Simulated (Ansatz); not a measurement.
`[SiH3][Ge]([Cl])([Cl])[Cl]` and `[SH][Ge]([Cl])([Cl])[Cl]` differ in one atom or group.

Ansatz, PBE0-D4/def2-TZVP geometries, multiplicity 1. Each molecule was computed in one conformer, which needn't be the lowest.

Scalar relativity is left out up to krypton.

| property | `[SiH3][Ge]([Cl])([Cl])[Cl]` |
| --- | --- |
| HOMO energy (PBE0/def2-TZVPP) / eV | -8.68 |
| size of the dipole moment (PBE/def2-TZVPP) / D | 2.74 |
| HOMO energy (PBE/def2-TZVPP) / eV | -7.47 |
| size of the dipole moment (B3LYP/def2-TZVPP) / D | 2.90 |
| size of the dipole moment (ωB97M-V/def2-TZVPP) / D | 2.92 |
| HOMO–LUMO gap (PBE0/def2-TZVPP) / eV | 7.19 |

Q: What does the change do to each property? (An estimate is asked.)

A: Ansatz gave: 
```json
{"property": "HOMO energy (PBE0/def2-TZVPP) / eV", "`[SH][Ge]([Cl])([Cl])[Cl]`": "-8.37", "shift": "0.31"}
{"property": "size of the dipole moment (PBE/def2-TZVPP) / D", "`[SH][Ge]([Cl])([Cl])[Cl]`": "1.38", "shift": "-1.36"}
{"property": "HOMO energy (PBE/def2-TZVPP) / eV", "`[SH][Ge]([Cl])([Cl])[Cl]`": "-7.07", "shift": "0.40"}
{"property": "size of the dipole moment (B3LYP/def2-TZVPP) / D", "`[SH][Ge]([Cl])([Cl])[Cl]`": "1.43", "shift": "-1.47"}
{"property": "size of the dipole moment (ωB97M-V/def2-TZVPP) / D", "`[SH][Ge]([Cl])([Cl])[Cl]`": "1.43", "shift": "-1.49"}
{"property": "HOMO–LUMO gap (PBE0/def2-TZVPP) / eV", "`[SH][Ge]([Cl])([Cl])[Cl]`": "6.38", "shift": "-0.81"}
```

With PBE0 the HOMO rises by 0.31 eV and the LUMO falls by 0.49 eV, so the gap narrows by about 0.80 eV. PBE moves the HOMO by 0.40 eV and ωB97M-V by 0.12 eV. The zero-point energy changes by -40.5 kJ/mol with -6 modes. Dipoles are sizes alone; their direction can turn.

B3LYP here is the variant with VWN-RPA as its local correlation; programs differ in this.
